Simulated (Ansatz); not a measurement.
Ansatz (a first-principles code) input (RI-MP2/aug-cc-pV(T+d)Z):
A basis named .json is the Basis Set Exchange file of that set.

Ansatz 0.2 input:
```yaml
crystal:
  periodic: [false, false, false]
  atoms:
    - {symbol: C, position_ang: [-1.21121435, -0.03187675, 1.76242968]}
    - {symbol: Si, position_ang: [-0.76936353, -0.10130284, -0.05392809]}
    - {symbol: C, position_ang: [-1.20592114, 1.51326047, -0.89180001]}
    - {symbol: C, position_ang: [-1.61688281, -1.53761714, -0.89169209]}
    - {symbol: O, position_ang: [0.85956900, -0.34955184, -0.19499639]}
    - {symbol: Si, position_ang: [2.34677928, 0.23681380, 0.12483879]}
    - {symbol: H, position_ang: [-0.69382055, 0.78901815, 2.26453690]}
    - {symbol: H, position_ang: [-2.28473483, 0.11892857, 1.90004313]}
    - {symbol: H, position_ang: [-0.93604445, -0.95955673, 2.26898811]}
    - {symbol: H, position_ang: [-0.69014625, 2.35467221, -0.42310433]}
    - {symbol: H, position_ang: [-0.92577637, 1.49599272, -1.94732807]}
    - {symbol: H, position_ang: [-2.27956871, 1.70818202, -0.83358639]}
    - {symbol: H, position_ang: [-1.34087216, -2.48324923, -0.42032133]}
    - {symbol: H, position_ang: [-1.33824317, -1.59470589, -1.94606216]}
    - {symbol: H, position_ang: [-2.70369550, -1.43893499, -0.83607408]}
    - {symbol: H, position_ang: [2.55045096, 0.37789622, 1.58776182]}
    - {symbol: H, position_ang: [3.35529820, -0.69985499, -0.41767283]}
    - {symbol: H, position_ang: [2.53089034, 1.56827398, -0.50358492]}
basis:
  gaussian:
    orbitals: aug-cc-pV_T+d_Z.json
    fitting: {mean_field: def2-universal-jkfit, correlation: aug-cc-pVTZ-RIFIT.json}
total_charge: 1
magnetization: {spin_polarized: true, initial_magnetization: 1}
correlation: {method: mp2, electrons: outside_noble_gas}
```

Output:

```
Functional definition: HF
integrals: 1.90 GiB planned
774 factors; integrals over basis functions are off by at most 1.1e0 eV
1.98 GiB of device memory are held for the factors and their scratch space
mean field: 3.65 GiB planned
mean field evaluation 1: about -21026.7406 eV, gradient 5.0e1 eV
mean field evaluation 2: about -21033.1955 eV, gradient 3.7e1 eV
mean field evaluation 4: about -21039.0173 eV, gradient 3.2e0 eV
mean field evaluation 8: about -21039.6202 eV, gradient 8.2e-1 eV
mean field evaluation 16: about -21039.9387 eV, gradient 3.2e-4 eV
mean field evaluation 32: about -21039.9845 eV, gradient 1.8e-5 eV
mean field evaluation 64: about -21038.4018 eV, gradient 7.1e0 eV
mean field evaluation 96: about -21039.8433 eV, gradient 1.1e0 eV
mean field -21039.98604944 eV, -773.2052259021 hartree, gradient 2.0e-6 eV, S^2 0.768641; 12 other end points of the search recorded, 0 dependent functions left out
14 core orbitals not correlated
1270 factors; their error is unknown
reference -21039.98604944 eV, -773.2052259021 hartree; 19, 18 occupied and 537, 538 virtual orbitals, 1270 factors
second order -27.51311373 eV of doubles, -0.00000000 eV of singles
Total energy: -21067.49916317 eV, -774.2163141825 hartree
```

This state (charge 1, doublet) is run at the relaxed geometry of the species with charge 0 and multiplicity 1.
